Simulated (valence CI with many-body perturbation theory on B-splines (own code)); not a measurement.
# Questions on Sr31+

Computed by configuration interaction combined with many-body perturbation theory (CI+MBPT): five valence electrons over a frozen Dirac-Fock core [He], a basis of 9 s, 9 p, 8 d, 6 f, 3 g, 1 h functions for each j, with the one-electron correlation potential Σ1, the two-electron term Σ2, the three-electron term Σ3, Breit, model QED; selected CI, second order for the rest (own B-spline code, finite nucleus).

The last digits are not significant, and no measured levels were compared; by estimate large intervals hold to a few tenths of a per cent, small ones and those within an open d or f shell to about a per cent. Among the levels kept, up to 1500 cm⁻¹ of a level comes from second order outside the variational space, and about a tenth of that is noise between levels of different J, which matters for small intervals.

Levels are named by their leading jj configuration (3d3/2^4 stands for four electrons in 3d with j = 3/2), which in mixed levels can hold well under half, so a name can repeat and another be missing.

Rates and lifetimes use the calculated energies. Strong lines usually hold to 10 to 20 %, long lifetimes can be off by a factor of two.

(1) What is the ground level?

(2) Where does the other parity begin?

(3) Among levels below 19378 × 10³ cm⁻¹, which E1 lines absorb most strongly from the ground level?

(4) How well does LS coupling describe the low levels?

(5) What are the static dipole polarisabilities of the lowest levels?

## Answers

(1) (2s^2 2p1/2^2 2p3/2) J=3/2, composition 42 % 2s²2p³ ⁴S° + 37 % 2s²2p³ ²P° + 20 % 2s²2p³ ²D°, g = 1.503.

(2) At (2s 2p1/2^2 2p3/2^2) J=5/2, 1580.9 × 10³ cm⁻¹.

(3) to (2s^2 2p1/2 2p3/2 3d3/2) J=3/2 at 0.5346 nm, f = 0.402; to (2s^2 2p1/2^2 3d5/2) J=5/2 at 0.5519 nm, f = 0.376; to (2s^2 2p1/2 2p3/2 3d3/2) J=5/2 at 0.5349 nm, f = 0.354.

(4) Among the lowest 20 levels the leading LS term, summed over configurations, holds 68 % on average. For single configurations the figures are 67 % in LS and 92 % in jj coupling. Terms mix most in the J = 3/2 level at 17676 × 10³ cm⁻¹, where the leading one holds 30 %.

(5) (2s^2 2p1/2^2 2p3/2) J=3/2 0.00200 (tensor 0.00026); (2s^2 2p1/2 2p3/2^2) J=3/2 0.00229 (tensor 0.00019); (2s^2 2p1/2 2p3/2^2) J=5/2 0.00214 (tensor 0.00015); (2s^2 2p1/2 2p3/2^2) J=1/2 0.00197 bohr³, of which the core gives 4.14e-06.
